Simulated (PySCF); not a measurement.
**Spin-rotation constants: SMILES [C@@]12(C#C)C[C@@H]1[C@H]2C=C, C₈H₈**

Geometry:
| atom | x (Å) | y (Å) | z (Å) |
| --- | --- | --- | --- |
| C1 | -2.178 | 2.077 | 0.292 |
| C2 | -1.611 | 1.018 | 0.261 |
| C3 | -0.932 | -0.203 | 0.254 |
| C4 | -1.402 | -1.630 | 0.257 |
| C5 | -0.438 | -1.159 | -0.781 |
| C6 | 0.549 | -0.524 | 0.158 |
| C7 | 1.459 | 0.513 | -0.352 |
| C8 | 2.698 | 0.685 | 0.078 |
| H9 | -2.679 | 2.997 | 0.321 |
| H10 | -2.424 | -1.820 | -0.048 |
| H11 | -1.051 | -2.291 | 1.043 |
| H12 | -0.479 | -1.175 | -1.849 |
| H13 | 0.973 | -1.150 | 0.942 |
| H14 | 1.045 | 1.158 | -1.116 |
| H15 | 3.124 | 0.053 | 0.840 |
| H16 | 3.336 | 1.459 | -0.313 |

Method: PySCF, GIAO HF/pcSseg-1 magnetisability, rotational g tensor and spin-rotation constants, non-relativistic, gas phase. Geometry: GFN2-xTB.

Give the nuclear spin-rotation constants along the inertial axes (H = +C I·J) beside the isotropic shieldings.

Rotational constants 3.0306, 1.7188, 1.1901 GHz. A star marks the isotopologue with that one atom substituted, in its own axes.
| atom | isotope | Caa (kHz) | Cbb (kHz) | Ccc (kHz) | mean (kHz) | σ (ppm) |
| --- | --- | --- | --- | --- | --- | --- |
| H9 | 1H | -0.239 | -0.033 | -0.138 | -0.137 | 30.0 |
| H10 | 1H | -0.014 | -0.173 | -0.119 | -0.102 | 30.7 |
| H11 | 1H | -0.311 | -0.133 | -0.043 | -0.162 | 31.5 |
| H12 | 1H | -0.346 | -0.192 | 0.030 | -0.169 | 30.0 |
| H13 | 1H | -0.284 | -0.139 | -0.035 | -0.152 | 30.8 |
| H14 | 1H | -0.268 | -0.088 | 0.016 | -0.113 | 26.4 |
| H15 | 1H | -0.249 | -0.096 | 0.010 | -0.112 | 26.6 |
| H16 | 1H | -0.145 | -0.014 | -0.091 | -0.084 | 26.8 |
| C1 | 13C* | 0.693 | 0.216 | 0.376 | 0.428 | 113.1 |
| C2 | 13C* | 0.799 | 0.141 | 0.411 | 0.450 | 110.2 |
| C3 | 13C* | 0.232 | 0.200 | 0.120 | 0.184 | 196.6 |
| C4 | 13C* | 0.372 | 0.279 | 0.185 | 0.279 | 164.0 |
| C5 | 13C* | 0.304 | 0.216 | 0.162 | 0.228 | 181.5 |
| C6 | 13C* | 0.584 | 0.251 | 0.213 | 0.349 | 147.9 |
| C7 | 13C* | 0.861 | 0.578 | 0.406 | 0.615 | 50.7 |
| C8 | 13C* | 0.752 | 0.524 | 0.363 | 0.546 | 71.4 |

For the geometry as given, no vibrational averaging.

How do the rotational constants and the g tensor change when H9, H10, H11, H12, H13, H14, H15, H16 are replaced by deuterium?

Constants 2.5428, 1.4854, 1.0384 GHz; g 0.0014, 0.0010, -0.0002, against 0.0019, 0.0011, -0.0003 before.
